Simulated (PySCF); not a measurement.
**Orbital picture of CaS**

PBE0 at R = 2.302 Å; Ca x2c-TZVPall, S x2c-TZVPall; spin-free X2C with a Gaussian nucleus (PySCF 2.14). State: ¹Σ⁺ (singlet), closed shell. Only the outer orbitals are listed, counted within each symmetry.

```json
{"orbital": "7σ", "occ.": "2", "ε (eV)": "-49.67", "on Ca (%)": "100", "main shells (%)": "100 Ca s"}
{"orbital": "3π", "occ.": "2", "ε (eV)": "-29.30", "on Ca (%)": "100", "main shells (%)": "100 Ca p"}
{"orbital": "3π", "occ.": "2", "ε (eV)": "-29.30", "on Ca (%)": "100", "main shells (%)": "100 Ca p"}
{"orbital": "8σ", "occ.": "2", "ε (eV)": "-29.20", "on Ca (%)": "98", "main shells (%)": "98 Ca p"}
{"orbital": "9σ", "occ.": "2", "ε (eV)": "-15.44", "on Ca (%)": "6", "main shells (%)": "94 S s"}
{"orbital": "10σ", "occ.": "2", "ε (eV)": "-5.38", "on Ca (%)": "24", "main shells (%)": "74 S p, 15 Ca s"}
{"orbital": "4π", "occ.": "2", "ε (eV)": "-4.97", "on Ca (%)": "17", "main shells (%)": "82 S p, 12 Ca d"}
{"orbital": "4π", "occ.": "2", "ε (eV)": "-4.97", "on Ca (%)": "17", "main shells (%)": "82 S p, 12 Ca d"}
{"orbital": "11σ", "occ.": "0", "ε (eV)": "-2.43", "on Ca (%)": "90", "main shells (%)": "66 Ca s, 21 Ca p, 10 S p"}
{"orbital": "5π", "occ.": "0", "ε (eV)": "-0.70", "on Ca (%)": "100", "main shells (%)": "73 Ca p, 27 Ca d"}
{"orbital": "5π", "occ.": "0", "ε (eV)": "-0.70", "on Ca (%)": "100", "main shells (%)": "73 Ca p, 27 Ca d"}
```

Which are the highest filled and the lowest empty level, where do they sit, and how wide is the gap?

Highest filled 4π at -4.97 eV (in %: 82 S p, 12 Ca d); lowest empty 11σ at -2.43 eV (in %: 66 Ca s, 21 Ca p, 10 S p); the gap at PBE0 is 2.54 eV.

```json
{
  "bond order (Mayer)": "2.01",
  "⟨S²⟩": "0.000",
  "charge on Ca (Mulliken, basis-dependent)": "0.75",
  "charge on Ca (Löwdin, basis-dependent)": "0.32",
  "dipole moment (positive dipole means Ca(−)S(+))": "-10.22 D",
  "polarisability along the bond": "125.1 bohr³",
  "polarisability across the bond": "57.7 bohr³"
}
```
